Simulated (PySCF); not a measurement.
# Radial density of Pt⁺ (platinum, charge +1)

UHF, [Xe] 4f14 5d8 6p1, one real determinant (an excited configuration). Calculation: PySCF 2.14, in aug-cc-pwCVDZ-PP with ECP60MDF (6s6p5d3f, 70 functions); scalar relativity through the core potential. This is the valence pseudo-density: the core potential removes the inner electrons and smooths the orbitals near the nucleus.

| r (bohr) | 4πr²ρ (e/bohr) | 4πr²(ρα − ρβ) |
| --- | --- | --- |
| 0.125 | 6.442e-05 | 0.0000 |
| 0.210 | 0.001093 | 0.0001 |
| 0.353 | 0.07910 | 0.0040 |
| 0.593 | 3.965 | 0.1712 |
| 0.997 | 15.56 | 1.3550 |
| 1.68 | 6.494 | 1.2059 |
| 2.82 | 1.056 | 0.5021 |
| 4.75 | 0.1789 | 0.1694 |
| 7.98 | 0.008755 | 0.0088 |
| 13.4 | 1.041e-05 | 0.0000 |

⟨L²⟩ = 14.05 against 20 for a pure G term, so this real determinant mixes terms. Energies and moments cover only the electrons outside the core potential. Spin-orbit coupling, absent here, splits the open shell strongly.
